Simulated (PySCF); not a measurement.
# Polarisability and C₆ of Br⁻ (bromine, charge -1)

[Kr], closed-shell 1S. All numbers are calculated (PySCF 2.14, a scalar-relativistic core potential, in aug-cc-pwCVTZ-PP with ECP10MDF (8s7p6d4f1g, 96 functions)). Coupled (time-dependent) response in atomic units; α is the mean over directions.

```
method  mean α (bohr³)  C₆ (like pair)  S(−4)
   UHF           37.83           407.7  379.1
  PBE0           42.61           472.5  538.8
  MN15           45.54           509.1  655.2
```

S(−4) is the Cauchy moment in α(ω) = α(0) + S(−4) ω² + …

α(iu) at PBE0:

```tsv
u (hartree)	α(iu) (bohr³)
0	42.61
0.0500	41.33
0.100	38.14
0.200	30.36
0.300	23.69
0.500	14.79
0.750	8.960
1.00	5.943
1.50	3.168
2.00	1.992
3.00	1.037
5.00	0.4686
```

A single London oscillator, α(iu) = α/(1 + u²/ω²), gives C₆ = (3/4) ω α². Matching the computed C₆ needs ω = 4 × 472.5 / (3 × 42.61²) = 0.347 hartree.

For an ion, C₆ is the dispersion term alone; charge-induced terms of lower order in 1/R come first.

Energies and moments cover only the electrons outside the core potential.
